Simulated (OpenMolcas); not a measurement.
**W4+: moving or changing the point charges**

W4+ among 6 point charges of -1.7 e arranged as an octahedron (Oh), 2.08 Å from the ion.

```
Program             : OpenMolcas
Method              : SS-CASPT2, IPEA 0.25 Eh, imaginary shift 0.1 Eh (closed shells correlated: 4f 5s 5p)
Basis               : ANO-RCC-VTZP [8s7p5d3f2g1h]
Scalar Hamiltonian  : DKH2, point nucleus
Active space        : 2 electrons in 5 orbitals (5d)
State averaging     : 2S+1 = 3 even, 10 roots; 2S+1 = 1 even, 15 roots
Spin-orbit coupling : state interaction with AMFI integrals over the reference wave functions
```

Runs around this geometry, states (labels of O, the rotations of Oh). Energies in cm-1 above the lowest state or level, χT in cm3 K/mol; under a threefold ground state the first gap can be a small split of the lowest multiplet, not the spin-orbit step; 10Dq and B are least-squares fits to the states below 45000 cm-1, weighted by degeneracy, with a free offset, and given where the rms deviation is under 5 % of |10Dq| (or 100 cm-1) and under 700 cm-1.

```json
{"R (Å)": "2.08", "q (e)": "-0.85", "Ground state": "3T1", "First state of that spin": "3T2 4630", "10Dq": "5730", "B (rms of fit)": "693 (281)", "First gap with spin-orbit (degeneracies)": "880 (2, 3)", "χT at 300 K": "0.105", "First state of another spin": "1T2 8920"}
{"R (Å)": "1.9", "q (e)": "-1.7", "Ground state": "3T1", "First state of that spin": "3T2 14920", "10Dq": "16738", "B (rms of fit)": "659 (228)", "First gap with spin-orbit (degeneracies)": "650 (2, 3)", "χT at 300 K": "0.053", "First state of another spin": "1T2 8990"}
{"R (Å)": "2.08", "q (e)": "-1.7", "Ground state": "3T1", "First state of that spin": "3T2 9220", "10Dq": "10826", "B (rms of fit)": "686 (238)", "First gap with spin-orbit (degeneracies)": "860 (2, 3)", "χT at 300 K": "0.061", "First state of another spin": "1T2 9380"}
{"R (Å)": "2.18", "q (e)": "-1.7", "Ground state": "3T1", "First state of that spin": "3T2 7410", "10Dq": "8743", "B (rms of fit)": "685 (248)", "First gap with spin-orbit (degeneracies)": "910 (2, 3)", "χT at 300 K": "0.071", "First state of another spin": "1T2 9310"}
```

Taking |10Dq| as R^-n, n = -ln(8743 / 16738) / ln(2.18 / 1.9) = 4.7 between the shortest and longest distance. The point-charge formula for a cubic d site gives n = 5.

Scaling the charges by -0.85 / -1.7 = 0.50 scales |10Dq| by 5730 / 10826 = 0.53; with fixed orbitals a first-order splitting would follow the charge.

Roots that are degenerate in the reference are averaged as groups; the widest CASPT2 spread within a group is 440 cm-1 (the 3-fold group of multiplicity 1 near 25600 cm-1 above the lowest state of its run, R = 1.9, q = -1.7). Shifts and gaps below about the spread of the groups concerned are not significant. An orbital triplet at a regular site is open to Jahn-Teller coupling, which can distort the site and quench the lowest spin-orbit gaps and is left out. Free-ion shares, where given, are those of the reference states; single-state CASPT2 does not remix them. This field is weak: 10Dq is about 5730 cm-1, while octahedral complexes of 5d ions of charge 3 and more, computed by the same method with explicit ligands, had a median near 35000 cm-1. Ground spin and moment need not be those of a real site (figures for R = 2.08, q = -0.85; the like holds for R = 1.9, q = -1.7, R = 2.08, q = -1.7, R = 2.18, q = -1.7). This is an electrostatic model: the charges have no orbitals. No measured value stands beside these numbers.
